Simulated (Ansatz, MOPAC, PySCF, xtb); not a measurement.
Pair of molecules: NH3 (SMILES N) (first 4 atoms) with Si2H6 (SMILES [SiH3][SiH3]); geometry from B3LYP-D3(BJ)/def2-TZVP, rigid monomers moved along the line of their centres of mass till N1···Si5 is 2.86 Å.
(charge 0, multiplicity 1):
```xyz
12

N     -0.4125     0.1890     0.9608
H     -0.3598    -0.6942     0.4668
H     -1.3615     0.5340     0.8745
H      0.1981     0.8436     0.4856
Si     0.1443    -1.1662     3.4116
Si     0.2613     1.1681     3.5677
H      0.4326    -1.7964     4.7290
H      1.1397    -1.6934     2.4479
H     -1.2092    -1.6108     3.0010
H      0.5952     1.5922     4.9548
H     -1.0360     1.7961     3.2192
H      1.3140     1.7151     2.6781
```

Monomers are frozen at their geometry in the pair; levels with a basis set take the counterpoise correction. Rows marked so take none.

Cores are frozen in the correlated methods. Rows in 3-21G, 6-31G* carry no dispersion term and start afresh at each structure (6-31G* with six Cartesian d functions). MP2/6-31G* freezes PySCF's default core. The state that PM6 reach isn't checked.

The values were computed with Ansatz (a quantum-chemistry and plane-wave program) with Gaussian orbitals; MOPAC for PM6 (differences of heats of formation); PySCF for 3-21G rows, 6-31G* rows, the dispersion terms; xtb for the GFN methods. Values without a source in brackets are computed.

```tsv
level	interaction energy (kcal/mol)
GFN-FF	2.12
PM6	-1.11
HF/3-21G (no counterpoise)	-5.82
HF/6-31G* (no counterpoise)	-1.17
B3LYP-D4/def2-TZVPPD	-2.70
PBE0/def2-TZVPPD	-1.79
MP2/6-31G* (no counterpoise)	-4.35
MP2/aug-cc-pV(D+d)Z	…
CCSD(T)/aug-cc-pV(D+d)Z	…
```

### Question
Fill in the missing entries.

### Answer

- MP2/aug-cc-pV(D+d)Z, interaction energy (kcal/mol): -1.91
- CCSD(T)/aug-cc-pV(D+d)Z, interaction energy (kcal/mol): -1.47
